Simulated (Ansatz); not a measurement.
## Relaxing a trial structure of FGaH2In+

The starting geometry of this gas-phase singlet was optimised with GFN2-xTB.

```xyz
5

F    -0.3984    0.5462   -0.7814
Ga    0.1840   -1.0172    0.1472
In   -1.1776    2.6140   -2.0121
H     1.7061   -1.1677   -0.0200
H    -1.0335   -1.6932    0.8030
```

Predict what becomes of its bonds when it is optimised with r2SCAN-D4/def2-SVP.

A new bond forms, giving a structure with F1 bridging Ga2 and In3, given below by its coordinates. Contacts that close: F1–In3 (2.53 → 2.27 Å).

The energy falls by 0.16 eV over 6 steps:

| step | E − E(last) (eV) |
| --- | --- |
| 1 | 0.159 |
| 2 | 0.013 |
| 3 | 0.001 |
| 4 | 0.000 |
| 5 | 0.000 |
| 6 | 0.000 |

Final geometry (Å):

```xyz
5

F    -0.4015    0.5471   -0.7832
Ga    0.1691   -0.9818    0.1256
In   -1.0950    2.4031   -1.8863
H     1.6892   -1.0746   -0.0776
H    -1.0812   -1.6116    0.7583
```

Frequencies at the end are all real (lowest 67 cm⁻¹). Atoms past krypton carry core potentials, without spin–orbit terms. Run with Ansatz 0.2.0, 37 s on 1 thread of AMD EPYC (Zen 3), on a shared host.
